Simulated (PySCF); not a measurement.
A structure optimised at PBE0-D3(BJ)/def2-SVP, used in a PySCF frequency run:

```
C
C 1 1.4950
H 2 1.0922 1 117.46
H 2 1.0940 3 114.78 1 144.19
C 1 1.4950 2 60.50 3 -107.65
H 5 1.0922 1 117.46 2 107.65
H 5 1.0940 6 114.78 1 -144.19
C 1 1.5016 2 121.27 3 141.61
H 8 1.1002 1 110.76 2 -83.74
H 8 1.1002 9 108.39 1 121.70
H 8 1.1005 9 108.40 10 117.46
Cl 1 1.7784 2 116.31 3 -0.89
```
Charge 0, spin multiplicity 1.

Problem. Write its SMILES, formula and point group.

Solution. CC1(Cl)CC1, C4H7Cl, Cs

Problem. What are its rotational constants (standard atomic weights)?

Solution. 5.7065, 3.4763, 2.6536 GHz
